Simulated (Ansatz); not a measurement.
Mulliken charges of Cl3GeHO (`[OH][Ge]([Cl])([Cl])[Cl]`) from PBE/def2-TZVPP in Ansatz (PBE0-D4/def2-TZVP geometry).

| atom | x (Å) | y (Å) | z (Å) | charge (e) |
| --- | --- | --- | --- | --- |
| O1 | -0.955 | 0.526 | 0.949 | -0.331 |
| Ge2 | 0.219 | 0.042 | -0.249 | 0.814 |
| Cl3 | 1.883 | -0.914 | 0.663 | -0.230 |
| Cl4 | -0.635 | -1.313 | -1.644 | -0.230 |
| Cl5 | 0.830 | 1.810 | -1.221 | -0.215 |
| H6 | -1.300 | -0.216 | 1.456 | 0.193 |

Task: By hand: the dipole of these point charges (1 e Å = 4.8032 D).

Result: Σ q r = (-0.222, -0.059, 0.252) e Å, of length 0.341 e Å = 1.64 D.

Task: How does the dipole of the full density compare? (Best estimate.)

Result: Computed: (-0.140, -0.174, 0.184) e Å, 1.39 D; the point charges give 1.18 times that, at 27° from its direction.

Point charges leave out the atoms' own dipoles, such as those of lone pairs, and Mulliken's split depends on the basis, so the two needn't agree.
